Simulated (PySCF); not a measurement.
## A rate constant, worked out

An elementary step of SiH2Cl2O, singlet (SiCl₂ + H₂O → SiH₂Cl₂O ([OH][SiH]([Cl])[Cl]); H–O broken or loosened, Si–H, Si–O formed or tightened). The start structure is the complex of the reactants, bound by 0.51 eV, and the electronic barrier above it is 1.390 eV by CCSD(T) at an estimated basis limit (MP2 extrapolated from triple and quadruple zeta, plus CCSD(T) − MP2 in triple zeta). Computed with PySCF 2.14 with density fitting (its default auxiliary sets; JK sets also for MP2 and CCSD(T)) (basis: def2-TZVPP and def2-QZVPP); correlated methods freeze the cores. Extrapolation: Hartree–Fock as exp(−7.88 √X), correlation as X^−2.97. Harmonic wavenumbers (analytic Hessian with the translational sum rule) at PBE0-D4/def2-TZVP (PySCF 2.14 with density fitting (its default auxiliary sets; JK sets also for MP2 and CCSD(T))), in cm⁻¹:

Start: 124, 156, 183, 224, 296, 422, 455, 634, 675, 1617, 3713, 3805.

Saddle: 1525i, 170, 180, 258, 342, 513, 545, 600, 720, 1032, 1900, 3749.

(1) Work out the transition-state-theory rate constant at 500 K from these numbers alone (harmonic vibrations; rotation, path degeneracy and anharmonicity left out), and the Wigner tunnelling factor. Use 1 cm⁻¹ = 1.2398 × 10⁻⁴ eV and k_B = 8.617 × 10⁻⁵ eV/K.

The T1 diagnostic stays at or below 0.014. The restricted Hartree–Fock reference is unstable towards an unrestricted one at one or more of these structures.

## Answers

(1) Zero-point energies, half the sums: start 12304/2 cm⁻¹ = 0.7628 eV; saddle, real modes only, 10009/2 cm⁻¹ = 0.6205 eV.
Barrier with zero-point energy: 1.390 + 0.6205 − 0.7628 = 1.2477 eV.
k_BT = 0.04309 eV, so the barrier is 28.96 k_BT.
Vibrational partition functions from the zero-point level, ln q = −Σ ln(1 − exp(−hν/k_BT)): start 5.422, saddle 3.850.
k = (k_BT/h) exp(ln q‡ − ln q) exp(−E0/k_BT), with log₁₀(k_BT/h in s⁻¹) = 13.02: log₁₀ k = 13.02 + (-1.572 − 28.96)/2.3026 = -0.24, so k ≈ 6 × 10^(-1) s⁻¹.
Wigner factor: 1 + (hν‡/k_BT)²/24 = 1 + (4.39)²/24 = 1.80, too large for this simple formula to be trusted. A change of 1 kcal/mol (0.043 eV) in the barrier would change k by a factor of 2.7 at this temperature.

Losses and insertions of silylenes and their heavier kin drive the gas-phase chemistry of silicon and germanium vapour deposition.

Labels in which every atom is bracketed show which atoms are joined, not bond orders.

For scale, one of the runs: CCSD(T)/def2-TZVPP, 185 basis functions, launched by `OMP_NUM_THREADS=4 python run.py`. The run took 12 min on 4 CPU threads of an AMD EPYC (shared host), with 2.1 GiB of host memory at its peak.
